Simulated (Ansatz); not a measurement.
A short molecular-dynamics run on Be2Te2⁺ (the lowest doublet isomer of a short search).

```yaml
crystal:
  periodic: [false, false, false]
  atoms:
    - {symbol: Be, position_ang: [-0.118054, 0.762382, 0.754825]}
    - {symbol: Be, position_ang: [0.118020, -0.762441, -0.754770]}
    - {symbol: Te, position_ang: [1.879153, -0.337535, 0.634806]}
    - {symbol: Te, position_ang: [-1.879129, 0.337594, -0.634862]}
basis:
  gaussian: {orbitals: def2-SVP}
total_charge: 1
magnetization: {spin_polarized: true, initial_magnetization: 1}
hamiltonian: {xc: {name: BLYP}, dispersion: d3bj}
md: {timestep: 2 fs, n_steps: 15, ensemble: nve, temperature: 1000, initial_velocities: maxwell_boltzmann, seed: 136}
scf: {omitted_lower_state_checks: [starts]}
```

```sh
$ ansatz run in.yaml --threads 4 --pin off --events-out ev --progress --plain --max-ram 3916MiB
```

| step | time (fs) | potential energy (eV) | kinetic (eV) | T (K) | conserved (eV) |
| --- | --- | --- | --- | --- | --- |
| 0 | 0.0 | -15380.1535 | 0.2585 | 1000 | -15379.8949 |
| 1 | 2.0 | -15380.1175 | 0.2228 | 862 | -15379.8947 |
| 2 | 4.0 | -15380.0622 | 0.1681 | 650 | -15379.8941 |
| 3 | 6.0 | -15379.9983 | 0.1052 | 407 | -15379.8931 |
| 4 | 8.0 | -15379.9419 | 0.0498 | 193 | -15379.8921 |
| 5 | 10.0 | -15379.9089 | 0.0175 | 68 | -15379.8915 |
| 6 | 12.0 | -15379.9094 | 0.0180 | 69 | -15379.8915 |
| 7 | 14.0 | -15379.9431 | 0.0510 | 197 | -15379.8922 |
| 8 | 16.0 | -15379.9994 | 0.1062 | 411 | -15379.8932 |
| 9 | 18.0 | -15380.0618 | 0.1677 | 649 | -15379.8942 |
| 10 | 20.0 | -15380.1148 | 0.2200 | 851 | -15379.8948 |
| 11 | 22.0 | -15380.1473 | 0.2523 | 976 | -15379.8950 |
| 12 | 24.0 | -15380.1552 | 0.2604 | 1007 | -15379.8948 |
| 13 | 26.0 | -15380.1402 | 0.2458 | 951 | -15379.8944 |
| 14 | 28.0 | -15380.1077 | 0.2138 | 827 | -15379.8939 |
| 15 | 30.0 | -15380.0649 | 0.1715 | 663 | -15379.8934 |

Velocities are drawn at the set temperature; a run this short doesn't reach equilibrium.

In the def2 sets Te takes a core potential; there is no spin–orbit coupling.

Frames (Å, forces in eV/Å):

```xyz
4
time=0.0 fs
Be   -0.118    0.762    0.755   -0.046    0.300    0.297
Be    0.118   -0.762   -0.755    0.046   -0.300   -0.297
Te    1.879   -0.338    0.635    0.397   -0.071    0.134
Te   -1.879    0.338   -0.635   -0.397    0.071   -0.134
4
time=2.0 fs
Be   -0.113    0.748    0.746   -0.148    0.525    0.483
Be    0.134   -0.743   -0.722   -0.189   -0.519   -0.658
Te    1.878   -0.338    0.633    0.709   -0.058    0.315
Te   -1.879    0.338   -0.635   -0.372    0.052   -0.140
4
time=4.0 fs
Be   -0.109    0.735    0.738   -0.251    0.746    0.664
Be    0.149   -0.726   -0.691   -0.442   -0.739   -1.028
Te    1.876   -0.338    0.632    1.030   -0.039    0.505
Te   -1.879    0.337   -0.636   -0.337    0.032   -0.140
4
time=6.0 fs
Be   -0.106    0.725    0.734   -0.343    0.937    0.818
Be    0.161   -0.712   -0.665   -0.691   -0.937   -1.371
Te    1.875   -0.338    0.631    1.328   -0.015    0.687
Te   -1.879    0.337   -0.636   -0.294    0.014   -0.135
4
time=8.0 fs
Be   -0.105    0.720    0.733   -0.410    1.068    0.922
Be    0.171   -0.702   -0.645   -0.906   -1.084   -1.641
Te    1.875   -0.339    0.630    1.567    0.014    0.842
Te   -1.879    0.337   -0.636   -0.251    0.002   -0.123
4
time=10.0 fs
Be   -0.105    0.719    0.736   -0.441    1.116    0.956
Be    0.178   -0.697   -0.632   -1.057   -1.156   -1.796
Te    1.875   -0.339    0.629    1.708    0.044    0.946
Te   -1.880    0.337   -0.637   -0.211   -0.005   -0.105
4
time=12.0 fs
Be   -0.107    0.723    0.744   -0.428    1.069    0.910
Be    0.179   -0.697   -0.626   -1.118   -1.140   -1.811
Te    1.875   -0.339    0.629    1.724    0.074    0.984
Te   -1.880    0.337   -0.637   -0.178   -0.003   -0.084
4
time=14.0 fs
Be   -0.111    0.732    0.755   -0.374    0.933    0.790
Be    0.176   -0.701   -0.629   -1.081   -1.040   -1.684
Te    1.876   -0.339    0.629    1.610    0.100    0.951
Te   -1.880    0.337   -0.638   -0.155    0.008   -0.058
4
time=16.0 fs
Be   -0.117    0.744    0.769   -0.288    0.730    0.614
Be    0.168   -0.710   -0.638   -0.950   -0.877   -1.440
Te    1.877   -0.340    0.629    1.382    0.120    0.855
Te   -1.881    0.337   -0.639   -0.144    0.027   -0.029
4
time=18.0 fs
Be   -0.123    0.760    0.787   -0.185    0.487    0.404
Be    0.156   -0.723   -0.654   -0.746   -0.677   -1.122
Te    1.879   -0.340    0.630    1.074    0.135    0.714
Te   -1.881    0.337   -0.639   -0.143    0.055    0.004
4
time=20.0 fs
Be   -0.131    0.777    0.805   -0.079    0.235    0.184
Be    0.141   -0.739   -0.674   -0.497   -0.469   -0.772
Te    1.881   -0.340    0.630    0.727    0.145    0.549
Te   -1.882    0.337   -0.640   -0.152    0.089    0.039
4
time=22.0 fs
Be   -0.139    0.796    0.825    0.021   -0.007   -0.027
Be    0.124   -0.756   -0.698   -0.233   -0.273   -0.428
Te    1.884   -0.340    0.631    0.378    0.151    0.380
Te   -1.883    0.337   -0.640   -0.166    0.129    0.075
4
time=24.0 fs
Be   -0.147    0.815    0.845    0.108   -0.224   -0.220
Be    0.106   -0.775   -0.724    0.021   -0.100   -0.113
Te    1.886   -0.340    0.632    0.054    0.154    0.221
Te   -1.883    0.337   -0.641   -0.183    0.170    0.112
4
time=26.0 fs
Be   -0.154    0.833    0.863    0.179   -0.410   -0.387
Be    0.088   -0.794   -0.750    0.247    0.046    0.158
Te    1.889   -0.340    0.633   -0.230    0.155    0.082
Te   -1.884    0.337   -0.641   -0.197    0.209    0.147
4
time=28.0 fs
Be   -0.161    0.849    0.880    0.236   -0.564   -0.527
Be    0.071   -0.814   -0.776    0.434    0.168    0.382
Te    1.891   -0.340    0.634   -0.465    0.154   -0.034
Te   -1.885    0.338   -0.642   -0.205    0.243    0.180
4
time=30.0 fs
Be   -0.166    0.862    0.895    0.280   -0.687   -0.640
Be    0.055   -0.832   -0.799    0.578    0.269    0.561
Te    1.893   -0.340    0.635   -0.654    0.152   -0.128
Te   -1.886    0.338   -0.642   -0.204    0.267    0.207
```

Run time 18 s (4 threads of Arm Neoverse V1 on a shared host).
